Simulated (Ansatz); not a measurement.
**A geometry optimisation of CH2BeO with r2SCAN-D4/def2-TZVP**

The starting geometry of this gas-phase singlet was optimised with GFN2-xTB.

```xyz
5

C     0.5903    0.0228   -1.6974
Be    0.7533    0.2131    0.1975
O    -0.3512    0.3518   -1.1444
H     0.0864    0.5292    1.2573
H     1.9768   -0.1583   -0.0723
```

Predict what becomes of its bonds when it is optimised with r2SCAN-D4/def2-TZVP.

It loosens into BeH2 + CO, which stay close as a complex. Contacts that open: C1–Be2 (1.91 → 4.07 Å), Be2–O3 (1.74 → 2.94 Å).

The energy falls by 0.57 eV over 41 steps:

| step | E − E(last) (eV) |
| --- | --- |
| 1 | 0.570 |
| 5 | 0.315 |
| 10 | 0.065 |
| 14 | 0.012 |
| 19 | 0.001 |
| 23 | 0.001 |
| 28 | 0.000 |
| 32 | 0.000 |
| 37 | 0.000 |
| 41 | 0.000 |

Final geometry (Å):

```json
{"atom": "C", "x (Å)": "-0.3795", "y (Å)": "0.1538", "z (Å)": "-2.7838"}
{"atom": "Be", "x (Å)": "1.1346", "y (Å)": "0.2078", "z (Å)": "0.9924"}
{"atom": "O", "x (Å)": "0.0016", "y (Å)": "0.1811", "z (Å)": "-1.7221"}
{"atom": "H", "x (Å)": "-0.0303", "y (Å)": "0.5919", "z (Å)": "1.5268"}
{"atom": "H", "x (Å)": "2.3292", "y (Å)": "-0.1759", "z (Å)": "0.5273"}
```

The end wasn't checked by frequencies. Run with Ansatz 0.2.0, 2.5 min on 1 thread of Intel(R) Xeon(R) Processor @ 2.50GHz (Skylake/Cascade Lake) (shared host).
